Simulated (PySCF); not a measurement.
Species: `CC[C@@H](C)[C@H]1CO[SiH2]1`. The columns A, B, C and D hold Mulliken, IAO, Hirshfeld and ESP-fitted charges (e) of one PBE0/pcSseg-1 density (PySCF), in a shuffled order. Coordinates in Å (GFN2-xTB); the density's dipole moment is (1.30, -0.73, 1.22) D.

| atom | x | y | z | A | B | C | D |
| --- | --- | --- | --- | --- | --- | --- | --- |
| C1 | 2.653 | 0.614 | 0.445 | -0.417 | -0.117 | -0.254 | -0.329 |
| C2 | 1.161 | 0.731 | 0.739 | -0.247 | -0.065 | -0.213 | +0.141 |
| C3 | 0.301 | -0.260 | -0.057 | -0.087 | -0.021 | -0.313 | +0.258 |
| C4 | 0.525 | -1.696 | 0.410 | -0.413 | -0.119 | -0.191 | -0.589 |
| C5 | -1.174 | 0.100 | 0.075 | -0.401 | -0.118 | -0.540 | -0.463 |
| C6 | -1.620 | 1.383 | -0.640 | -0.050 | +0.001 | +0.176 | +0.117 |
| O7 | -2.649 | 0.860 | -1.488 | -0.679 | -0.267 | -0.605 | -0.525 |
| Si8 | -2.473 | -0.728 | -1.063 | +0.992 | +0.414 | +0.821 | +0.815 |
| H9 | 3.201 | 1.392 | 0.971 | +0.142 | +0.041 | +0.116 | +0.087 |
| H10 | 2.840 | 0.726 | -0.621 | +0.136 | +0.038 | +0.108 | +0.067 |
| H11 | 3.043 | -0.349 | 0.764 | +0.135 | +0.038 | +0.111 | +0.077 |
| H12 | 0.987 | 0.574 | 1.806 | +0.126 | +0.035 | +0.109 | -0.003 |
| H13 | 0.837 | 1.746 | 0.499 | +0.125 | +0.035 | +0.118 | -0.038 |
| H14 | 0.582 | -0.190 | -1.115 | +0.117 | +0.033 | +0.104 | +0.028 |
| H15 | 0.269 | -1.796 | 1.463 | +0.134 | +0.038 | +0.104 | +0.149 |
| H16 | -0.104 | -2.377 | -0.160 | +0.133 | +0.036 | +0.108 | +0.121 |
| H17 | 1.561 | -1.995 | 0.278 | +0.138 | +0.040 | +0.118 | +0.156 |
| H18 | -1.444 | 0.125 | 1.132 | +0.136 | +0.034 | +0.129 | +0.112 |
| H19 | -0.843 | 1.831 | -1.263 | +0.132 | +0.039 | +0.111 | +0.063 |
| H20 | -2.046 | 2.148 | 0.009 | +0.139 | +0.041 | +0.119 | +0.074 |
| H21 | -3.662 | -1.279 | -0.426 | -0.143 | -0.077 | -0.115 | -0.159 |
| H22 | -1.954 | -1.540 | -2.159 | -0.147 | -0.077 | -0.122 | -0.160 |

Problem. Which column most likely holds the ESP-fitted charges?

Solution. D. Σ q r misses the density's dipole by 0.03 D (D), 0.84 D (B), 0.93 D (C), 1.59 D (A). Charges fitted to the outside potential are the only set here that is tied to the molecule's multipoles.

Problem. And the Hirshfeld charges?

Solution. B. The mean sizes are 0.078 e (B), 0.206 e (D), 0.214 e (C), 0.235 e (A), and Hirshfeld charges are commonly the smallest of these schemes.

As computed, A = IAO, B = Hirshfeld, C = Mulliken, D = ESP-fitted. Hydrogens on carbon: IAO +0.12 to +0.14, Hirshfeld +0.03 to +0.04, Mulliken +0.10 to +0.13, ESP-fitted -0.04 to +0.16 e.

The ESP scheme fits charges at the nuclei, held to the total charge, to the electrostatic potential on points at 1.4 to 2.0 times the van der Waals radii. The Mulliken scheme counts on each atom the diagonal of the density matrix times the overlap matrix over that atom's basis functions.

Geometry: GFN2-xTB, one conformer, isolated molecule.

Conformer computed: `[CH3:1][CH2:2][C@@H:3]([CH3:4])[C@H:5]1[CH2:6][O:7][SiH2:8]1`: C1–C2–C3–C4 69°, C2–C3–C5–C6 70°.
